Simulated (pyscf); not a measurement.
O=Ru(=O)(=O)=O + HO–SiH₃ → O=Ru(=O)(=O)(OH)–O–SiH₃ (addition across a multiple bond or ene-type step; singlet surface; H–O broken, O–Ru, H–O formed). Single points on ωB97X-D3(BJ)/def2-SVP structures (PySCF, gas phase). Energies in kcal/mol from the separated reactants.

```json
[
 {"level": "ωB97X-D3(BJ)/def2-TZVP", "barrier": "…", "reaction energy": "+20.2"},
 {"level": "PBE/def2-TZVP", "barrier": "26.3", "reaction energy": "+19.5"},
 {"level": "r²SCAN/def2-TZVP", "barrier": "24.7", "reaction energy": "+16.3"},
 {"level": "PBE0-D3(BJ)/def2-TZVP", "barrier": "27.5", "reaction energy": "+19.3"},
 {"level": "M06-2X/def2-TZVP", "barrier": "…", "reaction energy": "…"},
 {"level": "ωB97M-D3(BJ)/def2-TZVP", "barrier": "31.2", "reaction energy": "+22.8"}
]
```

Q: Complete the blanks.

A: 
- ωB97X-D3(BJ)/def2-TZVP, barrier: 29.2
- M06-2X/def2-TZVP, barrier: 30.2
- M06-2X/def2-TZVP, reaction energy: +21.9

The functionals in the table span 6.5 kcal/mol in this barrier, from r²SCAN to ωB97M-D3(BJ)/def2-TZVP. On the reactant side the descent ends in a complex (not fully relaxed), 5.0 kcal/mol under the separated species and 34.2 kcal/mol under the saddle at ωB97X-D3(BJ)/def2-TZVP. On the product side the descent ends in a point that may be a rotor saddle (no frequency run), 1.3 kcal/mol over the lowest minimum found and 7.7 kcal/mol under the saddle at ωB97X-D3(BJ)/def2-TZVP. This is the saddle that the search found; another between the same sides may lie lower. 2 of the closed-shell references are unstable towards spin polarisation; treat their single-reference values with care. Elements past Kr carry the def2 core potentials, without spin-orbit coupling.
